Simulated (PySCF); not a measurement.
**Computed properties of SnCl, SMILES [Sn+][Cl]**

SnCl, SMILES [Cl][Sn+] (connectivity only; charge and spin as stated), charge +1, multiplicity 1. Geometry optimised at PBE0-D3(BJ)/def2-TZVP. The spin state was assumed, not searched. The def2 effective core potentials stand for the cores of Sn; spin–orbit coupling is left out. The values are those of a single conformer. All values are computed for the isolated molecule unless a solvent is named; none is compared with measurement here.

**Structure.** The optimised structure has C∞v symmetry. All 1 harmonic modes at PBE0-D3(BJ)/def2-TZVP (PySCF) are real, so it is a minimum.

**Vibrations.** The strongest infrared lines (harmonic, unscaled, degenerate partners summed) lie at 429 cm⁻¹ (56 km/mol, Cl 77 %, Sn 23 %). The softest mode is at 429 cm⁻¹ and the zero-point energy is 0.6 kcal/mol.

**Electronic structure.** PBE0/def2-TZVPD (PySCF) places the frontier levels at -15.10 and -9.02 eV, a gap of 6.08 eV and a mean polarisability of 40.8 bohr³.

**Excitations.** TDA-CAM-B3LYP/def2-TZVPD (PySCF) has S1 at 4.81 eV (258 nm, f = 0.000, dark); the most intense of the 10 singlets computed lies at 9.48 eV (f = 1.75). Strengths of degenerate partners are summed. T1 (TDA) is at 3.84 eV, 0.97 eV under S1. No vertical singlet excitation falls in the visible range (under 3.1 eV).
